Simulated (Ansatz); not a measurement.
Cost and result for the atomization energy of H3NSZn (`[NH2][Zn][SH]`) (6 atoms, 5 bonds).

Cartesian coordinates in Å:
```
N -1.1004 -0.8891 -0.5652
Zn 0.2659 -0.0803 0.3126
S 1.9033 0.7188 1.4663
H -2.0243 -0.4937 -0.4669
H -0.9588 -1.1348 -1.5344
H 1.9143 1.8792 0.7875
```

Total charge 0; spin multiplicity 1. For Zn the d shell is correlated and the shells below it are frozen. Scalar relativity is left out up to krypton. All single points use the PBE0-D4/def2-TZVP geometry. It is one conformer, not always the lowest. Program: Ansatz. All runs use 4 threads of an Arm Neoverse V2 on a shared host. Times are those of one run each, without the atoms' runs, and a repeat can differ threefold. Electronic energies, without spin–orbit coupling; frozen cores. CCSD(T)/CBS adds CCSD(T) − MP2 in def2-TZVPP to the MP2 limit, and its time is that of the two runs behind it. T1 = 0.015. With those shells the extrapolation isn't a true limit. HSE06 is the plane-wave form, built on full-range PBE exchange.

CCSD(T)/CBS is a level of theory with its own doubt, some kJ/mol a heavy atom from the limit and from the frozen cores, so smaller differences don't rank the functionals.

| level | functions | wall time | atomization (kcal/mol) | difference from CCSD(T)/CBS | per bond |
| --- | --- | --- | --- | --- | --- |
| CCSD(T)/def2-SVP | 78 | 0.95 s | 343.8 | -43.8 | -8.8 |
| revPBE-D4/def2-TZVPP | 179 | 1 s | 380.7 | -6.9 | -1.4 |
| PBE0-D4/def2-TZVPP | 179 | 1.4 s | 384.5 | -3.1 | -0.6 |
| BHLYP-D4/def2-TZVPP | 179 | 1.5 s | 369.0 | -18.6 | -3.7 |
| HSE06-D4/def2-TZVPP | 179 | 1.6 s | 384.9 | -2.7 | -0.5 |
| CAM-B3LYP-D4/def2-TZVPP | 179 | 1.6 s | 386.4 | -1.2 | -0.3 |
| r2SCANh-D4/def2-TZVPP | 179 | 2.7 s | 384.6 | -3.0 | -0.6 |
| r2SCAN-D4/def2-TZVPP (with forces) | 179 | 2.7 s | 388.1 | 0.5 | 0.1 |
| ωB97X-V/def2-TZVPP | 179 | 3.8 s | 391.5 | 3.9 | 0.8 |
| B97M-V/def2-TZVPP | 179 | 4.3 s | 385.2 | -2.4 | -0.5 |
| MP2/def2-QZVPP | 317 | 6 s | 389.7 | 2.1 | 0.4 |
| CCSD(T)/def2-TZVPP | 179 | 22 s | 371.7 | -15.9 | -3.2 |
| CCSD(T)/CBS(def2) | – | 28 s | 387.6 | 0.0 | 0.0 |

Leaving LDA and LC-ωPBE aside and taking each functional with its dispersion term where it has one, the values, not all of them listed here, spread over 24.1 kcal/mol, from BHLYP-D4 to PBE-D4. LDA lies +59.7 kcal/mol from PBE without D4, its usual overbinding. At CCSD(T), def2-SVP lies −43.8 kcal/mol from the extrapolated value and def2-TZVPP −15.9 kcal/mol: correlation converges slowly with the basis, and small sets miss more of it in the bonded molecule than in its fragments. From PBE to PBE0 (25 % exact exchange), in def2-TZVPP and without D4, the atomization energy moves by −8.2 kcal/mol: exact exchange takes away binding that semilocal exchange gives to molecules.
